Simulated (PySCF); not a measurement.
# Excitation energies in several basis sets

BrH3Si.
SMILES: `[SiH3]Br`

TDDFT with PBE0 (PySCF), vertical singlets, core orbitals frozen in the response, spherical d and f functions. Geometry: PBE0-D3(BJ)/def2-SVP; no solvent, vibrations or thermal averaging. Relativistic effects, spin–orbit coupling among them, are left out although an element past zinc is present.

| basis | functions | diffuse | S1 (eV) | S2 (eV) | S3 (eV) | S4 (eV) | S5 (eV) | LUMO (eV) | α (au) |
| --- | --- | --- | --- | --- | --- | --- | --- | --- | --- |
| 6-31G* | 56 | no | 6.53 | 6.53 | 8.50 | 8.64 | 8.64 | -0.40 | 36.9 |
| def2-SVP | 65 | no | 6.73 | 6.73 | 8.24 | 8.37 | 8.38 | -0.10 | 39.2 |
| def2-SVPD | 89 | yes | 6.50 | 6.50 | 7.67 | 7.67 | 7.95 | -0.56 | 50.4 |
| aug-cc-pVDZ | 90 | yes | 6.42 | 6.42 | 7.33 | 7.33 | 7.85 | -0.68 | 50.0 |
| def2-TZVP | 103 | no | 6.61 | 6.61 | 8.04 | 8.17 | 8.17 | -0.39 | 45.8 |
| def2-TZVPD | 127 | yes | 6.49 | 6.49 | 7.54 | 7.54 | 7.83 | -0.60 | 50.8 |
| aug-cc-pVTZ | 178 | yes | 6.45 | 6.45 | 7.32 | 7.32 | 7.78 | -0.66 | 50.9 |

Question: Compare the sets with the largest diffuse one.

Answer: States are compared by their number. Against the largest diffuse basis here (aug-cc-pVTZ, itself not a converged limit), sets without diffuse functions differ by up to 0.28 eV in S1 and 0.86 eV in S5; the smaller diffuse sets differ by up to 0.04 and 0.16 eV. State by state, the largest deviation of a set without diffuse functions is S1 0.28, S2 0.28, S3 1.18, S4 1.32, S5 0.86 eV. The same number needn't mean the same state in each row. Against aug-cc-pVTZ the polarisability deviates by -28% in 6-31G*, -23% in def2-SVP, -1% in def2-SVPD, -2% in aug-cc-pVDZ, -10% in def2-TZVP, 0% in def2-TZVPD.
